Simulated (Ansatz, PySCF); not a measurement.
Gas-phase reaction (SMILES): [NH2][Al]([NH2])[F] + [H][H] (H2) -> [NH2][AlH][NH2] + F (HF); hydrogen cleaves one Al-F bond, a model of a ligand-exchange step.

Structures are relaxed separately at B3LYP-D3(BJ)/def2-TZVP in Ansatz (a first-principles code), one conformer each, not searched for the lowest. Cores are frozen in the correlated levels unless marked. Spin-orbit coupling is left out. Non-relativistic. Basis-set limits of correlation are two-point, X^-3; Hartree-Fock from the larger set. Thermal terms are rigid-rotor harmonic-oscillator values from B3LYP-D3(BJ) frequencies (Ansatz or PySCF) at 298.15 K and 1 atm. 1 Eh = 627.5095 kcal/mol.

```csv
species,"E, CCSD(T)/CBS(aug-cc-pV(T+d)Z,aug-cc-pV(Q+d)Z) (Ansatz) (Eh)","E, PBE0-D4/def2-TZVPD (Ansatz + dftd4) (Eh)",H - E (Eh)
[NH2][Al]([NH2])[F],-453.77674,-454.11367,0.06081
[H][H] (H2),-1.17444,-1.16831,0.01336
[NH2][AlH][NH2],-354.49447,-354.82722,0.06415
F (HF),-100.39216,-100.39487,0.01259
```

Work out ΔE and ΔH at 298.15 K at the first level, then ΔH at the second.


1. ΔE = [(-354.49447) + (-100.39216)] - [(-453.77674) + (-1.17444)] = 0.06455 Eh = 40.5 kcal/mol at CCSD(T)/CBS(aug-cc-pV(T+d)Z,aug-cc-pV(Q+d)Z).
2. The terms H - E add up to 0.00257 Eh, so ΔH = (0.06455 + (0.00257))×627.5095 = 42.1 kcal/mol.
3. At PBE0-D4/def2-TZVPD the same steps give ΔE = 37.6 and ΔH = 39.2 kcal/mol, a shift of -2.9 from the first level.
4. These values are not checked against measurement here, since the tables used lack a sound gas-phase enthalpy of formation for at least one species.
